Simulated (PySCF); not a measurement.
[AgI2]- (singlet). All numbers come from B3LYP in PySCF with Ag def2-SVPD with ECP28, I def2-SVPD with ECP28; scalar-relativistic core potentials, no spin–orbit coupling; density-fitted integrals.

Harmonic bands of its minimum:

```tsv
ω (cm⁻¹)	IR (km/mol, summed over degenerate members)	degeneracy
58	3.2	2
113	0.0	1
199	27.4	1
```

Problem. The central atom is Ag. Infer the point group and assign the bands.

Solution. D∞h. The modes span πu + σg+ + σu+: 58 πu, 113 σg+, 199 σu+. The computed geometry has Ag–I 2.687 Å (×2); I–Ag–I 180.0°.

Other isomers or separated fragments may lie lower. The lowest empty level of this anion is unbound, so it and the gap depend on the basis.
